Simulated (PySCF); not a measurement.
Correlation energy of Ar+ (argon, charge +1)

[Ne] 3s2 3p5, 2P determinant. Calculation: PySCF 2.14, in cc-pVDZ-DK; scalar relativity by spin-free X2C-1e. Frozen: [Ne]; 7 electrons correlated.

MP2 pair energies summed by pair of shells (mhartree):

```json
{"pair": "3p-3p", "energy": "-76.54", "share (%)": "68.0"}
{"pair": "3s-3p", "energy": "-29.30", "share (%)": "26.0"}
{"pair": "3s-3s", "energy": "-6.71", "share (%)": "6.0"}
```

Total MP2 correlation energy: -112.55 mhartree.

Same-spin part -28.42 and opposite-spin part -84.13 mhartree; SCS-MP2 scales them by 1/3 and 6/5 to -110.42 mhartree.

```tsv
level	correlation energy (mhartree)
CCSD	-129.22
(T)	-1.10
CCSD(T)	-130.32
```

Diagnostics: T1 = 0.0044, D1 = 0.0160, largest double amplitude 0.048.

Cost of the coupled-cluster step: 0.1 s of wall time on 1 thread of Neoverse-V1 (shared host), for 7 correlated electrons.
